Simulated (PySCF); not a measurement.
A structure optimised at PBE-D3(BJ)/def2-SVP, used in a PySCF frequency run:

```xyz
13

C      2.0525    -0.5725     1.1238
N      1.1805     0.1912     0.2553
Si    -0.5259    -0.0164     0.0505
N     -1.1222     1.5269    -0.4422
O     -1.1033    -1.0134    -1.1853
H      1.4451    -1.1046     1.8854
H      2.7664     0.0755     1.6813
H      2.6567    -1.3469     0.5932
H      1.6660     0.7422    -0.4577
H     -0.9612    -0.6420     1.3571
H     -2.0355     1.5983    -0.8934
H     -0.8870     2.3660     0.0885
H     -1.1846    -1.9436    -0.9142
```
Charge 0, spin multiplicity 1.

Task: Write its SMILES and formula.

Result: CN[Si@@H](N)O, CH₈N₂OSi

Task: What are its rotational constants (standard atomic weights)?

Result: 6.2788, 2.5851, 2.0169 GHz
